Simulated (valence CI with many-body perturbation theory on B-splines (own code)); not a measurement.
E1 transitions of Sb XLVI

Computed by relativistic CI+MBPT: four valence electrons over a frozen Dirac-Fock core [He], a basis of 11 s, 11 p, 9 d, 7 f, 5 g, 2 h, 1 i functions for each j, with the one-electron correlation potential Σ1, the two-electron term Σ2, the three-electron term Σ3, Breit, model QED; selected CI, second order for the rest (own B-spline code, finite nucleus).

The last digits are not significant, and no measured levels were compared; by estimate large intervals hold to a few tenths of a per cent, small ones and those within an open d or f shell to about a per cent. Among the levels kept, up to 280 cm⁻¹ of a level comes from second order outside the variational space, and about a tenth of that is noise between levels of different J, which matters for small intervals.

Lines 101 to 150 of 257 in falling wavelength, among levels below 5102.2 eV, chosen from the strongest by gf and those to the six lowest levels. Wavelengths and rates use the calculated energies. Electric multipoles are in the length gauge, E1 and E2 with the static RPA response of the core. Weak lines are less certain than strong ones. Lines between different terms over intervals too small for the method are left out, as are lines whose strength nearly cancels. The highest levels of a list are the least certain.

Levels are named by their leading jj configuration (3d3/2^4 stands for four electrons in 3d with j = 3/2), which in mixed levels can hold well under half, so a name can repeat and another be missing. Letters in brackets count levels of one name in rising energy.

```tsv
λ vac (Å)	Upper	Lower	A (s⁻¹)	S (a.u.)
2.988	(2s 2p1/2 2p3/2 3s) J=3	(2s 2p1/2 2p3/2^2) J=3	1.05e+13	9.70e-04
2.981	(2s^2 2p1/2 3s) J=1	(2s^2 2p1/2 2p3/2) J=2	3.11e+13	1.22e-03
2.979	(2s 2p1/2 2p3/2 3s) J=1 [a]	(2s 2p1/2 2p3/2^2) J=2 [a]	2.45e+13	9.60e-04
2.978	(2s 2p1/2^2 3s) J=1	(2s 2p1/2^2 2p3/2) J=2	2.26e+13	8.85e-04
2.975	(2s^2 2p3/2 3s) J=2	(2s^2 2p3/2^2) J=2	1.99e+13	1.29e-03
2.972	(2s^2 2p1/2 3s) J=0	(2s^2 2p1/2 2p3/2) J=1	3.91e+13	5.06e-04
2.971	(2s^2 2p3/2 3s) J=1	(2s^2 2p3/2^2) J=2	3.40e+13	1.32e-03
2.970	(2s^2 2p1/2 3s) J=1	(2s^2 2p1/2 2p3/2) J=1	6.20e+12	2.40e-04
2.895	(2s 2p1/2^2 3d3/2) J=1	(2s 2p1/2^2 2p3/2) J=1	2.69e+13	9.67e-04
2.894	(2s^2 2p3/2 3p1/2) J=1	(2s 2p1/2^2 2p3/2) J=1	4.44e+12	1.59e-04
2.893	(2s 2p1/2 2p3/2 3d5/2) J=2 [a]	(2s 2p1/2 2p3/2^2) J=1 [a]	3.76e+13	2.25e-03
2.885	(2s 2p1/2 2p3/2 3d5/2) J=1 [a]	(2s 2p1/2 2p3/2^2) J=1 [a]	3.44e+13	1.22e-03
2.881	(2s 2p1/2 2p3/2 3d5/2) J=2 [b]	(2s 2p1/2 2p3/2^2) J=2 [b]	2.01e+13	1.19e-03
2.879	(2s 2p1/2 2p3/2 3d5/2) J=3 [b]	(2s 2p1/2 2p3/2^2) J=2 [b]	1.68e+13	1.39e-03
2.875	(2s 2p1/2 2p3/2 3d5/2) J=1 [a]	(2s 2p1/2 2p3/2^2) J=0	1.28e+14	4.49e-03
2.875	(2s 2p1/2 2p3/2 3d5/2) J=1 [b]	(2s 2p1/2 2p3/2^2) J=1 [b]	1.61e+14	5.67e-03
2.871	(2s 2p1/2 2p3/2 3d5/2) J=0	(2s 2p1/2 2p3/2^2) J=1 [b]	3.08e+14	3.60e-03
2.869	(2s 2p1/2 2p3/2 3d3/2) J=2 [c]	(2s 2p1/2 2p3/2^2) J=1 [b]	5.86e+13	3.41e-03
2.869	(2s 2p1/2 2p3/2 3d3/2) J=1 [c]	(2s 2p1/2 2p3/2^2) J=1 [b]	4.14e+13	1.45e-03
2.866	(2s 2p1/2 2p3/2 3d3/2) J=2 [c]	(2s 2p1/2 2p3/2^2) J=2 [b]	1.06e+14	6.17e-03
2.865	(2s 2p1/2^2 3d5/2) J=2	(2s 2p1/2^2 2p3/2) J=1	2.33e+14	1.35e-02
2.864	(2s 2p1/2 2p3/2 3s) J=2 [a]	(2s 2p1/2^2 2p3/2) J=1	2.88e+13	1.67e-03
2.862	(2s 2p1/2 2p3/2 3d3/2) J=2 [a]	(2s 2p1/2 2p3/2^2) J=2 [a]	2.06e+13	1.19e-03
2.861	(2s 2p1/2 2p3/2 3d3/2) J=1 [a]	(2s 2p1/2 2p3/2^2) J=2 [a]	3.46e+13	1.20e-03
2.860	(2s 2p1/2 2p3/2 3d3/2) J=1 [d]	(2s 2p1/2 2p3/2^2) J=1 [b]	6.69e+13	2.32e-03
2.859	(2s 2p1/2 2p3/2 3d3/2) J=2 [c]	(2s 2p1/2 2p3/2^2) J=1 [a]	2.63e+13	1.52e-03
2.857	(2s 2p1/2 2p3/2 3d3/2) J=1 [d]	(2s 2p1/2 2p3/2^2) J=2 [b]	3.83e+13	1.32e-03
2.857	(2s 2p1/2 2p3/2 3d5/2) J=1 [b]	(2s 2p1/2 2p3/2^2) J=0	4.98e+13	1.72e-03
2.856	(2s 2p1/2^2 3d3/2) J=1	(2s 2p1/2^2 2p3/2) J=2	7.57e+12	2.61e-04
2.856	(2s 2p1/2 2p3/2 3d3/2) J=2 [b]	(2s 2p1/2 2p3/2^2) J=3	3.79e+13	2.18e-03
2.856	(2s^2 2p3/2 3p1/2) J=1	(2s 2p1/2^2 2p3/2) J=2	1.23e+12	4.23e-05
2.855	(2s^2 2p3/2 3p1/2) J=2	(2s 2p1/2^2 2p3/2) J=2	2.27e+13	1.31e-03
2.854	(2s^2 2p1/2 3d3/2) J=2	(2s^2 2p1/2 2p3/2) J=2	5.06e+13	2.90e-03
2.854	(2s 2p1/2 2p3/2 3d5/2) J=3 [a]	(2s 2p1/2 2p3/2^2) J=3	3.13e+13	2.51e-03
2.853	(2s 2p1/2^2 3d3/2) J=2	(2s 2p1/2^2 2p3/2) J=2	4.50e+13	2.58e-03
2.846	(2s^2 2p1/2 3d3/2) J=1	(2s^2 2p1/2 2p3/2) J=2	5.45e+12	1.86e-04
2.845	(2s^2 2p1/2 3d3/2) J=2	(2s^2 2p1/2 2p3/2) J=1	4.87e+12	2.77e-04
2.844	(2s^2 2p3/2 3d3/2) J=2	(2s^2 2p3/2^2) J=2	5.41e+12	3.07e-04
2.843	(2s 2p1/2 2p3/2 3d5/2) J=2 [b]	(2s 2p1/2 2p3/2^2) J=3	5.14e+13	2.91e-03
2.842	(2s 2p1/2 2p3/2 3d3/2) J=1 [d]	(2s 2p1/2 2p3/2^2) J=0	2.82e+13	9.58e-04
2.841	(2s 2p1/2 2p3/2 3d5/2) J=3 [b]	(2s 2p1/2 2p3/2^2) J=3	1.92e+14	1.52e-02
2.840	(2s^2 2p3/2 3d5/2) J=1	(2s^2 2p3/2^2) J=0	3.35e+14	1.14e-02
2.840	(2s 2p1/2 2p3/2 3d3/2) J=3 [b]	(2s 2p1/2 2p3/2^2) J=2 [a]	1.08e+14	8.52e-03
2.840	(2s 2p1/2 2p3/2 3d5/2) J=2 [a]	(2s 2p1/2 2p3/2^2) J=2 [a]	1.77e+14	1.00e-02
2.838	(2s^2 2p3/2 3d3/2) J=1	(2s^2 2p3/2^2) J=2	6.03e+13	2.04e-03
2.838	(2s^2 2p3/2 3d3/2) J=3	(2s^2 2p3/2^2) J=2	2.91e+12	2.30e-04
2.837	(2s 2p1/2 2p3/2 3d5/2) J=4 [b]	(2s 2p1/2 2p3/2^2) J=3	3.96e+14	4.01e-02
2.837	(2s 2p1/2^2 3d5/2) J=3	(2s 2p1/2^2 2p3/2) J=2	2.90e+14	2.29e-02
2.836	(2s^2 2p1/2 3d3/2) J=1	(2s^2 2p1/2 2p3/2) J=1	2.70e+13	9.13e-04
2.836	(2s 2p1/2^2 3p1/2) J=1	(2s^2 2p1/2 2p3/2) J=2	2.65e+12	8.95e-05
```
